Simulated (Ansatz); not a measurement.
The cluster Si₅O₅⁺. The state is a doublet with charge 1. Geometry PBE0-D4/def2-SVP; atoms count from 1.

```xyz
10

Si   -0.065   -0.482   -0.315
Si   -0.415   -3.485   -1.652
Si    2.421    1.117   -0.185
Si    0.196    0.463    1.815
Si   -2.217    1.475    0.225
O    -1.456    0.273   -0.769
O     1.590    1.241    1.290
O    -1.134    1.451    1.530
O    -0.244   -2.111   -0.923
O     1.324    0.058   -1.015
```

Another isomer (doublet) lies 0.11 eV lower at PBE0-D4/def2-TZVP; other spin states weren't run for this one.

Estimate the Mulliken populations from the PBE0/def2-TZVP orbitals of Ansatz.


```csv
atom,charge (e),spin (α − β)
Si1,0.54,0.15
Si2,0.78,0.01
Si3,0.49,0.02
Si4,0.39,0.71
Si5,0.49,0.02
O6,-0.38,0.01
O7,-0.35,0.03
O8,-0.35,0.03
O9,-0.23,0.00
O10,-0.38,0.01
```
Mulliken values depend strongly on the basis.

Where does the spin sit?

Summed by element: Si 0.92, O 0.08, of 1 unpaired in all. Largest on single atoms: Si4 0.71, Si1 0.15, O7 0.03.

And the Mayer bond orders between heavy atoms (over 0.3)?

Si1–Si4 0.89 (2.34 Å); Si1–O6 1.23 (1.65 Å); Si1–O9 0.80 (1.75 Å); Si1–O10 1.23 (1.65 Å); Si2–O9 1.74 (1.56 Å); Si3–O7 1.11 (1.70 Å); Si3–O10 0.99 (1.74 Å); Si4–O7 1.12 (1.68 Å); Si4–O8 1.12 (1.68 Å); Si5–O6 0.99 (1.74 Å); Si5–O8 1.11 (1.70 Å).
